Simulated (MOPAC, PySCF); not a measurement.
H₉NSi₃, SMILES `N[SiH]([SiH3])[SiH3]`, neutral singlet in the gas phase. 

Cartesian coordinates (Å):
```xyz
13

N     -0.0885     1.8078    -0.7255
Si    -0.1520     0.4997     0.4033
Si    -1.7727    -1.0257    -0.3178
Si     1.9487    -0.5282     0.4679
H      0.6658     2.4742    -0.6732
H     -0.9425     2.2594    -1.0124
H     -0.5005     0.8835     1.8110
H     -1.9636    -2.0824     0.7130
H     -3.0805    -0.3447    -0.5372
H     -1.3651    -1.6715    -1.5946
H      3.0186     0.4707     0.7506
H      1.9733    -1.5560     1.5443
H      2.2590    -1.1868    -0.8295
```
Charge 0, multiplicity 1.

All levels are single points at this geometry (PBE0-D3(BJ)/def2-TZVP); Pople sets use spherical d functions. Orbital energies aren't observables, and empty levels follow the basis.

```tsv
level	HOMO (eV)	LUMO (eV)	gap (eV)	dipole (D)	vertical IE, Delta-SCF (eV)
PBE-D3(BJ)/def2-TZVP in PySCF	-6.03	-1.33	4.70	1.60	–
PBE0-D3(BJ)/def2-TZVP in PySCF	-7.38	-0.52	6.85	1.58	9.28
B3LYP/3-21G in PySCF	-6.45	0.04	6.49	1.76	–
B3LYP/6-311+G** in PySCF	-7.16	-0.75	6.41	1.43	–
B3LYP/6-31G* in PySCF	-6.84	-0.28	6.56	1.68	9.12
B3LYP/LANL2DZ in PySCF	-6.70	-0.02	6.68	1.46	–
M06-2X/6-31G* in PySCF	-8.39	0.61	9.00	1.63	–
HF/3-21G in PySCF	-10.19	3.15	13.34	1.72	–
AM1 in MOPAC	-9.58	-1.02	8.57	1.25	–
```
